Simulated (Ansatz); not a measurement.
C₂H₆OSeSi (`O=CC([SiH3])[SeH]`), relaxed with RKS PBE-D4/def2-SVP in Ansatz from a rough embedded geometry. The force threshold is 0.03 eV/Å; the program also tests the step.

Total charge 0; spin multiplicity 1.

Start:

```xyz
11

O    -2.085   -0.082   -0.016
C    -1.231    0.473   -0.602
C     0.159   -0.019   -0.446
Si    0.782    0.242    1.326
Se    0.355   -1.865   -1.000
H    -1.453    1.338   -1.248
H     0.870    0.644   -1.073
H     2.150   -0.219    1.451
H    -0.129   -0.616    2.245
H     0.628    1.603    1.771
H    -0.046   -1.500   -2.408
```

```
         step  energy (eV)  largest force (eV/Å)  largest move (Å)
            1  -77412.6410                 3.943             0.000
            2  -77413.0014                 0.954             0.151
            3  -77413.0272                 0.528             0.059
 4 (rejected)  -77413.0244                 0.695             0.052
            5  -77413.0383                 0.160             0.025
            6  -77413.0416                 0.073             0.060
            7  -77413.0455                 0.074             0.065
            8  -77413.0474                 0.361             0.167
            9  -77413.0506                 0.537             0.028
           10  -77413.0760                 0.542             0.196
11 (rejected)  -77413.0738                 0.648             0.120
           13  -77413.0909                 0.150             0.100
           15  -77413.0942                 0.113             0.022
           17  -77413.0953                 0.331             0.132
           19  -77413.0979                 0.100             0.023
           21  -77413.0992                 0.319             0.114
           23  -77413.1151                 0.189             0.134
           25  -77413.1427                 0.642             0.195
27 (rejected)  -77413.1042                 1.555             0.200
           29  -77413.2238                 0.117             0.100
31 (rejected)  -77413.2334                 0.214             0.200
           33  -77413.2440                 0.200             0.099
           35  -77413.2456                 0.039             0.025
           37  -77413.2458                 0.018             0.007
```

End:

```xyz
11

O    -2.073   -0.268   -0.983
C    -1.165    0.503   -0.734
C     0.285    0.141   -0.583
Si    0.767    0.178    1.281
Se    0.714   -1.670   -1.255
H    -1.371    1.599   -0.552
H     0.905    0.902   -1.102
H     2.223   -0.166    1.386
H    -0.085   -0.813    2.014
H     0.549    1.560    1.849
H    -0.749   -1.965   -1.324
```

Hardware: 4 threads of an Arm Neoverse V1 on a shared host. Wall time 61 s, peak host memory 0.19 GiB.
